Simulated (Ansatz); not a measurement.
Cost and result for the atomization energy of C$_{2}$H$_{6}$SSi (`C1[SiH2]CS1`) (10 atoms, 10 bonds).

Z-matrix (Å, degrees):
```
Si
C 1 1.881
S 1 2.589 2 45.0
C 1 1.881 2 87.8 3 -16.1
H 1 1.491 2 117.9 3 -136.6
H 1 1.486 2 111.6 3 96.3
H 2 1.091 1 116.3 3 113.3
H 2 1.089 1 117.2 3 -114.1
H 4 1.089 1 117.2 2 130.2
H 4 1.091 1 116.3 2 -97.3
```

The species carries charge 0 and has multiplicity 1. Geometry: relaxed with PBE0-D4/def2-TZVP. Program: Ansatz. All runs use 2 threads of an AMD EPYC 9R45 on a shared host. Times are those of one run each, without the atoms' runs, and a repeat can differ threefold. Electronic energies, without spin–orbit coupling; frozen cores. CCSD(T)/CBS adds CCSD(T) − MP2 in def2-TZVPP to the MP2 limit, and its time is that of the two runs behind it. T1 = 0.011. B3LYP takes the VWN-RPA correlation (the form of Gaussian; ORCA's B3LYP/G).

CCSD(T)/CBS is a level of theory with its own doubt, some kJ/mol a heavy atom from the limit and from the frozen cores, so smaller differences don't rank the functionals.

```
                            level  functions  wall time  atomization (kcal/mol)  difference from CCSD(T)/CBS  per bond
               BLYP-D4/def2-TZVPP        230      1.2 s                   838.2                         -8.5      -0.8
             revPBE-D4/def2-TZVPP        230      1.2 s                   842.8                         -3.9      -0.4
  PBE-D4/def2-TZVPP (with forces)        230      1.6 s                   859.5                         12.8       1.3
               PBE0-D4/def2-TZVPP        230      1.6 s                   850.6                          3.9       0.4
                 CCSD(T)/def2-SVP         94      1.6 s                   792.5                        -54.2      -5.4
              BHLYP-D4/def2-TZVPP        230      1.9 s                   826.2                        -20.5      -2.0
B3LYP-D4/def2-TZVPP (with forces)        230      2.5 s                   843.9                         -2.8      -0.3
                B2PLYP/def2-TZVPP        230        3 s                   834.5                        -12.2      -1.2
                B97M-V/def2-TZVPP        230      4.1 s                   851.7                          5.0       0.5
 ωB97M-V/def2-TZVPP (with forces)        230        6 s                   851.2                          4.5       0.5
                   MP2/def2-QZVPP        434       12 s                   846.2                         -0.5       -0.1
               CCSD(T)/def2-TZVPP        230       32 s                   824.1                        -22.6      -2.3
                CCSD(T)/CBS(def2)          –       44 s                   846.7                          0.0       0.0
```

From r2SCAN to r2SCAN0 (25 % exact exchange), in def2-TZVPP and without D4, the atomization energy moves by −8.5 kcal/mol: exact exchange takes away binding that semilocal exchange gives to molecules. At CCSD(T), def2-SVP lies −54.2 kcal/mol from the extrapolated value and def2-TZVPP −22.6 kcal/mol: correlation converges slowly with the basis, and small sets miss more of it in the bonded molecule than in its fragments. In def2-TZVPP, CCSD(T) changes the Hartree–Fock value by +201.2 kcal/mol (the triples alone add +12.4 kcal/mol) and MP2 by +210.0 kcal/mol; breaking electron pairs costs correlation energy, which Hartree–Fock lacks.
